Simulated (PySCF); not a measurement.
PySCF input for H4N, SMILES [NH4+], charge +1, TDDFT-ωB97X/def2-TZVPD. Geometry: r2SCAN-D4/def2-TZVPD. The isomer is the one that the SMILES or the coordinates give; other isomers of the formula were not compared.

```python
import numpy as np
from pyscf import gto, scf, dft, tdscf

mol = gto.M(
    atom='''
    N     0.00000000    0.00000000    0.00000000
    H     0.59115433   -0.59115433    0.59115433
    H    -0.59115433   -0.59115433   -0.59115433
    H    -0.59115433    0.59115433    0.59115433
    H     0.59115433    0.59115433   -0.59115433
    ''',
    basis='def2-TZVPD',
    charge=1,
    spin=0,
    symmetry=True,
    max_memory=1600,
    verbose=4,
)
mf = dft.RKS(mol, xc='wb97x').density_fit(auxbasis='def2-universal-jkfit')
mf.grids.level = 3
mf.conv_tol = 1e-9
mf.max_cycle = 100
mf.kernel()
mf.grids = dft.Grids(mol).set(level=1).build(with_non0tab=True)  # coarser grid for the response kernel
td = tdscf.TDDFT(mf)
td.singlet = True
td.nstates = 10
td.conv_tol = 1e-4
td.kernel(x0=td.get_init_guess(mf, 15))
td.analyze()
tt = tdscf.TDA(mf)
tt.singlet = False
tt.nstates = 4
tt.conv_tol = 1e-4
tt.kernel(x0=tt.get_init_guess(mf, 9))
tt.analyze(verbose=3)
```

Program output:

```
PySCF version 2.14.0

[INPUT] verbose = 4
[INPUT] num. atoms = 5
[INPUT] num. electrons = 10
[INPUT] charge = 1
[INPUT] spin (= nelec alpha-beta = 2S) = 0
[INPUT] symmetry True subgroup None
[INPUT] Mole.unit = angstrom
[INPUT] Symbol           X                Y                Z      unit          X                Y                Z       unit  Magmom
[INPUT]  1 N      0.000000000000   0.000000000000   0.000000000000 AA    0.000000000000   0.000000000000   0.000000000000 Bohr   0.0
[INPUT]  2 H      0.591154330000  -0.591154330000   0.591154330000 AA    1.117119781051  -1.117119781051   1.117119781051 Bohr   0.0
[INPUT]  3 H     -0.591154330000  -0.591154330000  -0.591154330000 AA   -1.117119781051  -1.117119781051  -1.117119781051 Bohr   0.0
[INPUT]  4 H     -0.591154330000   0.591154330000   0.591154330000 AA   -1.117119781051   1.117119781051   1.117119781051 Bohr   0.0
[INPUT]  5 H      0.591154330000   0.591154330000  -0.591154330000 AA    1.117119781051   1.117119781051  -1.117119781051 Bohr   0.0

nuclear repulsion = 16.3698899536703
point group symmetry = Td, use subgroup D2
symmetry origin: [0. 0. 0.]
symmetry axis x: [ 1.00000000e+00  9.61481343e-17 -2.88444403e-16]
symmetry axis y: [-9.61481343e-17  1.00000000e+00  9.61481343e-17]
symmetry axis z: [ 2.88444403e-16 -9.61481343e-17  1.00000000e+00]
num. orbitals of irrep A = 22
num. orbitals of irrep B1 = 17
num. orbitals of irrep B2 = 17
num. orbitals of irrep B3 = 17
number of shells = 33
number of NR pGTOs = 96
number of NR cGTOs = 73
basis = def2-TZVPD
ecp = {}


[settings echo left out]
init E= -57.146114077819
HOMO (B3) = -0.577358720624344  LUMO (A) = 0.0249117406365258  gap/eV = 16.38861
cycle= 1 E= -56.8853568543559  delta_E= 0.261  |g|= 0.234  |ddm|= 1.21
HOMO (B1) = -0.988824551975694  LUMO (A) = -0.164239983544697  gap/eV = 22.43809
cycle= 2 E= -56.9009924491563  delta_E= -0.0156  |g|= 0.159  |ddm|= 0.281
HOMO (B3) = -0.938071274760225  LUMO (A) = -0.147506679313004  gap/eV = 21.51236
cycle= 3 E= -56.9051920537895  delta_E= -0.0042  |g|= 0.0287  |ddm|= 0.124
HOMO (B3) = -0.933483242853622  LUMO (A) = -0.14313993333916  gap/eV = 21.50634
cycle= 4 E= -56.9054131464588  delta_E= -0.000221  |g|= 0.00229  |ddm|= 0.0604
HOMO (B3) = -0.933561681468337  LUMO (A) = -0.143085948800014  gap/eV = 21.50994
cycle= 5 E= -56.9054151185278  delta_E= -1.97e-06  |g|= 0.000215  |ddm|= 0.00523
HOMO (B3) = -0.933512223170428  LUMO (A) = -0.143064923503637  gap/eV = 21.50917
cycle= 6 E= -56.9054151400417  delta_E= -2.15e-08  |g|= 3.77e-05  |ddm|= 0.00042
HOMO (B3) = -0.933517262920486  LUMO (A) = -0.143066051756328  gap/eV = 21.50927
cycle= 7 E= -56.9054151406983  delta_E= -6.57e-10  |g|= 2.71e-06  |ddm|= 0.000215
HOMO (B1) = -0.933517988761758  LUMO (A) = -0.143066395163018  gap/eV = 21.50928
Extra cycle  E= -56.9054151407005  delta_E= -2.23e-12  |g|= 1.3e-06  |ddm|= 4.99e-06
converged SCF energy = -56.9054151407005
tot grids = 15008


******** <class 'pyscf.tdscf.rks.TDDFT'> for <class 'pyscf.df.df_jk.DFSymAdaptedRKS'> ********
nstates = 10 singlet
deg_eia_thresh = 1.000e-03
wfnsym = None
conv_tol = 0.0001
eigh lindep = 1e-12
eigh level_shift = 0
eigh max_cycle = 100


Excitation energies (eV)
[15.37692822 15.37692822 15.37692822 17.3421947  17.3421947  17.3421947
 17.55878597 17.55878597 17.71659969 17.71659969]

** Singlet excitation energies and oscillator strengths **
Excited State   1:   B2     15.37693 eV     80.63 nm  f=0.1739
       4 -> 6         0.69631
       4 -> 15       -0.10898
Excited State   2:   B3     15.37693 eV     80.63 nm  f=0.1739
       5 -> 6        -0.69631
       5 -> 15        0.10898
Excited State   3:   B1     15.37693 eV     80.63 nm  f=0.1739
       3 -> 6        -0.69631
       3 -> 15        0.10898
Excited State   4:   B2     17.34219 eV     71.49 nm  f=0.0000
       3 -> 9         0.44710
       3 -> 12       -0.19565
       3 -> 18       -0.10519
       5 -> 7        -0.44710
       5 -> 10        0.19565
       5 -> 16        0.10519
Excited State   5:   B3     17.34219 eV     71.49 nm  f=0.0000
       3 -> 8         0.44710
       3 -> 11       -0.19565
       3 -> 17       -0.10519
       4 -> 7         0.44710
       4 -> 10       -0.19565
       4 -> 16       -0.10519
Excited State   6:   B1     17.34219 eV     71.49 nm  f=0.0000
       4 -> 9         0.44710
       4 -> 12       -0.19565
       4 -> 18       -0.10519
       5 -> 8         0.44710
       5 -> 11       -0.19565
       5 -> 17       -0.10519
Excited State   7:    A     17.55879 eV     70.61 nm  f=0.0000
       3 -> 7         0.53517
       3 -> 10       -0.17876
       3 -> 16       -0.11878
       4 -> 8         0.26758
       5 -> 9        -0.26758
Excited State   8:    A     17.55879 eV     70.61 nm  f=0.0000
       4 -> 8        -0.46347
       4 -> 11        0.15481
       4 -> 17        0.10287
       5 -> 9        -0.46347
       5 -> 12        0.15481
       5 -> 18        0.10287
Excited State   9:   B2     17.71660 eV     69.98 nm  f=0.1620
       3 -> 9        -0.48566
       4 -> 13       -0.10032
       5 -> 7        -0.48566
Excited State  10:   B3     17.71660 eV     69.98 nm  f=0.1620
       3 -> 8        -0.48566
       4 -> 7         0.48566

** Transition electric dipole moments (AU) **
state          X           Y           Z        Dip. S.      Osc.
  1        -0.0000      0.6795     -0.0000      0.4617      0.1739
  2        -0.6795      0.0000      0.0000      0.4617      0.1739
  3         0.0000      0.0000     -0.6795      0.4617      0.1739
  4        -0.0000     -0.0000     -0.0000      0.0000      0.0000
  5        -0.0000      0.0000     -0.0000      0.0000      0.0000
  6        -0.0000     -0.0000      0.0000      0.0000      0.0000
  7        -0.0000     -0.0000     -0.0000      0.0000      0.0000
  8        -0.0000     -0.0000      0.0000      0.0000      0.0000
  9         0.0000     -0.6109     -0.0000      0.3732      0.1620
 10         0.6109     -0.0000     -0.0000      0.3732      0.1620

** Transition velocity dipole moments (imaginary part, AU) **
state          X           Y           Z        Dip. S.      Osc.
  1        -0.0000      0.3848     -0.0000      0.1481      0.1747
  2        -0.3848      0.0000     -0.0000      0.1481      0.1747
  3        -0.0000      0.0000     -0.3848      0.1481      0.1747
  4        -0.0000     -0.0000     -0.0000      0.0000      0.0000
  5        -0.0000      0.0000      0.0000      0.0000      0.0000
  6         0.0000     -0.0000      0.0000      0.0000      0.0000
  7        -0.0000      0.0000      0.0000      0.0000      0.0000
  8        -0.0000     -0.0000     -0.0000      0.0000      0.0000
  9        -0.0000     -0.3954      0.0000      0.1563      0.1601
 10         0.3954      0.0000      0.0000      0.1563      0.1601

** Transition magnetic dipole moments (imaginary part, AU) **
state          X           Y           Z
  1        -0.0000     -0.0000     -0.0000
  2         0.0000     -0.0000      0.0000
  3        -0.0000     -0.0000     -0.0000
  4        -0.0000     -0.6256      0.0000
  5        -0.6256     -0.0000      0.0000
  6        -0.0000     -0.0000      0.6256
  7         0.0000     -0.0000      0.0000
  8        -0.0000      0.0000     -0.0000
  9         0.0000      0.0000     -0.0000
 10        -0.0000      0.0000     -0.0000


******** <class 'pyscf.tdscf.rks.TDA'> for <class 'pyscf.df.df_jk.DFSymAdaptedRKS'> ********
nstates = 4 triplet
deg_eia_thresh = 1.000e-03
wfnsym = None
conv_tol = 0.0001
eigh lindep = 1e-12
eigh level_shift = 0
eigh max_cycle = 100


Excitation energies (eV)
[14.66499453 14.66499453 14.66499453 15.57591807]

** Triplet excitation energies and oscillator strengths **
Excited State   1:   B1     14.66499 eV     84.54 nm  f=0.0000
Excited State   2:   B3     14.66499 eV     84.54 nm  f=0.0000
Excited State   3:   B2     14.66499 eV     84.54 nm  f=0.0000
Excited State   4:    A     15.57592 eV     79.60 nm  f=0.0000
```

The calculation finished and met its thresholds.
